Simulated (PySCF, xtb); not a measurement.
C2H7Si, SMILES [SiH](C)C (connectivity only; charge and spin as stated), charge +1, multiplicity 1.

GFN2-xTB run with xtb at its own geometry gives an orbital gap of 4.20 eV.

Coordinates come from a PBE-D3(BJ)/def2-SVP optimisation. The spin state was assumed, not searched. The isomer is the one that the SMILES or the coordinates give; other isomers of the formula were not compared.

Problem. What does ωB97X/def2-TZVPD in PySCF give? (Estimate from the structure and the level; the computed values follow.)

Solution. gap 11.66 eV (levels -17.66 and -6.00 eV).
